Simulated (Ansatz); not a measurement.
Bond stretch in GeH, doublet.

- ROCCSD(T) = Ansatz (an electronic-structure program) with CCSD(T) on ROHF/aug-cc-pVDZ, cores with 3d frozen
- UCCSD(T) = Ansatz with CCSD(T) on UHF/aug-cc-pVDZ, cores with 3d frozen
- UKS-CAM-B3LYP = unrestricted CAM-B3LYP/aug-cc-pVDZ in Ansatz

Energies are in kcal/mol, each relative to the lowest point of its own curve near equilibrium.

```
R / Å  ROCCSD(T)  UCCSD(T)  UKS-CAM-B3LYP
-----  ---------  --------  -------------
1.18        55.8      55.8           53.1
1.28        27.6      27.6           25.9
1.35        15.3      15.3           14.1
1.44         5.7       5.7            5.0
1.52         1.4       1.4            1.1
1.55         0.6       0.6            0.4
1.60         0.0       0.0            0.0
1.65         0.2       0.2            0.4
1.67         0.4       0.4            0.7
1.76         2.6       2.6            3.2
1.88         7.2       7.2            8.3
1.97        11.5      11.5           13.0
2.12        19.2      19.3           21.7
2.43        34.6      35.1           39.7
2.65        43.7      44.5           49.6
2.87        50.7      51.8           56.1
3.20           —      58.4           61.9
3.60           —      61.5           65.4
3.92           —      62.4           66.7
4.37           —      62.8           67.5
4.86           —      63.0           67.8
5.65           —      63.1           68.0
6.42           —      63.1           68.0
```

At the longest distance, 6.42 Å, UKS-CAM-B3LYP lies highest above its minimum (68.0 kcal/mol) and UCCSD(T) lowest (63.1 kcal/mol).

Dashes: no converged value, or the column stops at the first point that the program doubted or that broke a chosen test of continuity, which isn't proof of a fault.

The T1 diagnostic of CCSD on the restricted reference of ROCCSD(T) exceeds 0.045 at 2.65 to 2.87 Å. The unrestricted determinant behind UCCSD(T) is spin-contaminated at 2.12 to 6.42 Å (<S²> up to 1.8, against 0.75 for a pure doublet). The unrestricted determinant behind UKS-CAM-B3LYP is spin-contaminated at 2.65 to 6.42 Å (<S²> up to 1.8, against 0.75 for a pure doublet).
